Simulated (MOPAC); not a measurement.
The molecule SO-, multiplicity 2 (lowest of 2S+1 = 2, 4 at CCSD(T)/def2-TZVPP on PBE0 minima; our sources give no spin for the ground state, which may be another).

The constants come from a fifth-degree fit in 1/R (seven points, main isotopes). In def2 and cc sets the state is the lowest found near the PBE0 minimum, followed along R.

The state that PM3 reach isn't checked.

The values were computed with MOPAC for PM3 (differences of heats of formation). 

Energies at PM3:

```tsv
R (Å)	E (hartree)
1.465480	-0.06006290
1.504874	-0.06585822
1.541117	-0.06939777
1.582088	-0.07137113
1.623058	-0.07116726
1.670332	-0.06818877
1.725484	-0.06105175
```

Task: With a reduced mass of 10.6613 u, find the minimum, the force constant and the constants.

Result: A fifth-degree polynomial in 1/R puts the minimum at r_e = 1.5988 Å with force constant 570 N/m. Then ω_e = (1/2πc)√(k/μ) = 953 cm⁻¹ and B_e = h/(8π²cμr_e²) = 0.6186 cm⁻¹; the cubic and quartic terms give α_e = -0.0029 and ω_e x_e = 1.6 cm⁻¹.
